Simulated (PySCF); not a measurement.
Rows and methods have been separated. Pair them.

Species: CBr4.
Atom-mapped SMILES: `[Br:1][C:2]([Br:3])([Br:4])[Br:5]`

Geometry (PBE0-D3(BJ)/def2-TZVP, Å), atoms numbered from 1 in this order:
```xyz
5
CBr4 angstrom
Br    -0.6336    1.8164   -0.0582
C      0.0045   -0.0071   -0.0068
Br     1.9370   -0.0142   -0.0351
Br    -0.6646   -0.9676   -1.5448
Br    -0.6190   -0.8636    1.6083
```

The closed-shell ground state was solved 3 times with PySCF (density fitting, gas phase), always in the aug-cc-pVTZ basis (282 functions), with these functionals: CAM-B3LYP, PBE0 and wB97X-D. Isolated species at its PBE0-D3(BJ)/def2-TZVP geometry, gas phase. The calculation is non-relativistic and has no spin–orbit coupling, an omission that weighs most on bromine.

| row | total energy (Eh) | HOMO (eV) | LUMO (eV) |
| --- | --- | --- | --- |
| P | -10335.1164 | -10.10 | -0.80 |
| Q | -10335.3728 | -9.59 | -1.48 |
| R | -10333.6634 | -8.27 | -2.61 |

Which functional belongs to which row?

P = wB97X-D, Q = CAM-B3LYP, R = PBE0. By rising HOMO–LUMO gap: PBE0 (global hybrid, 25 % exact exchange) 5.66 eV; CAM-B3LYP (range-separated hybrid) 8.11 eV; wB97X-D (range-separated hybrid) 9.30 eV. Total energies of different functionals aren't bounds to one another; each is stationary for its own functional.

Note: wB97X-D ran without an empirical dispersion term, which enters the total energy and its gradient alone.
